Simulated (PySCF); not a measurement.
Gas-phase reaction: GeF₃ + 2 O + 3 Cl = GeO₂ + 3 ClF

Method: PySCF energies plus ideal-gas RRHO corrections (1 bar). † marks an energy on the PBE0/def2-TZVP geometry and frequencies; other levels use their own. MP2 and CCSD(T) freeze the core. 6-31G* has spherical d functions here. Open shells (unrestricted): GeF₃ (multiplicity 2), O (multiplicity 3, electronic degeneracy 9), Cl (multiplicity 2, electronic degeneracy 6); the rest are closed-shell singlets. Spin-orbit splitting is ignored; it lowers the true energy and changes the entropy of O, Cl. B3LYP is the form with VWN-RPA correlation. Ge: all electrons, no relativistic terms. GeF₃, GeO₂: computed as isolated molecules; such fragments, hydroxides, amides, oligomers or adducts are transient or little studied in the gas. MP2 isn't extrapolated to the basis-set limit; its ΔH°(298 K) is -222.1 kJ in def2-SVP and -387.3 kJ in def2-TZVPP. CCSD(T) isn't extrapolated to the basis-set limit; its ΔH°(298 K) is -159.9 kJ in def2-SVP and -296.2 kJ in def2-TZVPP. The harmonic model lacks anharmonicity and excited electronic states, which grow with temperature; levels with a mode under 35 cm⁻¹ are left out. Warning, large T1 diagnostic: GeO₂ (CCSD(T)/def2-SVP†, CCSD(T)/def2-TZVPP†).

```json
[
 {"level": "B3LYP/def2-TZVP†", "ΔE electronic, kJ": "-346", "ΔH°(298 K), kJ": "-341", "ΔS°(298 K), J/K": "-231", "ΔG°(1400 K), kJ": "4"},
 {"level": "BLYP/def2-TZVP†", "ΔE electronic, kJ": "-461", "ΔH°(298 K), kJ": "-456", "ΔS°(298 K), J/K": "-231", "ΔG°(1400 K), kJ": "-111"},
 {"level": "CCSD(T)/def2-SVP†", "ΔE electronic, kJ": "-165", "ΔH°(298 K), kJ": "-160", "ΔS°(298 K), J/K": "-231", "ΔG°(1400 K), kJ": "186"},
 {"level": "CCSD(T)/def2-TZVPP†", "ΔE electronic, kJ": "-301", "ΔH°(298 K), kJ": "-296", "ΔS°(298 K), J/K": "-231", "ΔG°(1400 K), kJ": "50"},
 {"level": "HF/6-31G*", "ΔE electronic, kJ": "545", "ΔH°(298 K), kJ": "551", "ΔS°(298 K), J/K": "-228", "ΔG°(1400 K), kJ": "894"},
 {"level": "HF/def2-TZVP†", "ΔE electronic, kJ": "480", "ΔH°(298 K), kJ": "485", "ΔS°(298 K), J/K": "-231", "ΔG°(1400 K), kJ": "831"},
 {"level": "MP2/def2-TZVPP†", "ΔE electronic, kJ": "-392", "ΔH°(298 K), kJ": "-387", "ΔS°(298 K), J/K": "-231", "ΔG°(1400 K), kJ": "-41"},
 {"level": "PBE/def2-TZVP†", "ΔE electronic, kJ": "-524", "ΔH°(298 K), kJ": "-520", "ΔS°(298 K), J/K": "-231", "ΔG°(1400 K), kJ": "-174"},
 {"level": "PBE0/def2-QZVP†", "ΔE electronic, kJ": "-349", "ΔH°(298 K), kJ": "-344", "ΔS°(298 K), J/K": "-231", "ΔG°(1400 K), kJ": "2"},
 {"level": "PBE0/def2-TZVP", "ΔE electronic, kJ": "-343", "ΔH°(298 K), kJ": "-338", "ΔS°(298 K), J/K": "-231", "ΔG°(1400 K), kJ": "8"},
 {"level": "ωB97X-V/def2-TZVP†", "ΔE electronic, kJ": "-350", "ΔH°(298 K), kJ": "-346", "ΔS°(298 K), J/K": "-231", "ΔG°(1400 K), kJ": "0"}
]
```
ΔH° is lowest at PBE/def2-TZVP† and highest at HF/6-31G*. No reference value is set beside these.
